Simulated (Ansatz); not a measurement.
Consider the ligand exchange at the Si–N bond: `F[SiH2][NH][GeH3]` + `CO[SiH2]S` → `CO[SiH2]S[SiH2]F` + `[NH2][GeH3]`.

Program: Ansatz. Geometries: PBE0-D4/def2-TZVP. ΔE: electronic, gas phase. CCSD(T)/CBS is the MP2 limit (def2-TZVPP, def2-QZVPP) plus CCSD(T) − MP2 in def2-TZVPP, frozen cores. This one scheme is used for every species. DFT in def2-TZVPP. For Ge outer-core shells are correlated without core-valence functions, which leaves a few kJ/mol of doubt a bond. Scalar relativity is left out up to krypton. One conformer a species, not always the lowest.

CCSD(T)/CBS gives +1.0 kcal/mol.

(1) Another level gave +3.0 kcal/mol. Which?
A. LC-ωPBE/def2-TZVPP
B. revPBE-D4/def2-TZVPP
C. HF/def2-TZVPP
D. CAM-B3LYP/def2-TZVPP

Largest T1 diagnostic among the species: 0.012.

Results:

(1) D. CAM-B3LYP 3.0, revPBE-D4 -2.2, LC-ωPBE 1.3, HF/def2-TZVPP 4.6 kcal/mol.

From PBE to PBE0 (25 % exact exchange), in def2-TZVPP and without D4, ΔE moves by +0.8 kcal/mol. At CCSD(T), def2-SVP lies +1.4 kcal/mol from the extrapolated value and def2-TZVPP +0.8 kcal/mol. In def2-TZVPP, CCSD(T) changes the Hartree–Fock value by −2.7 kcal/mol (the triples alone add −0.8 kcal/mol) and MP2 by −3.5 kcal/mol.

CCSD(T)/CBS has its own doubt, a few kJ/mol and more with outer-core shells, so smaller differences from it don't rank the levels.
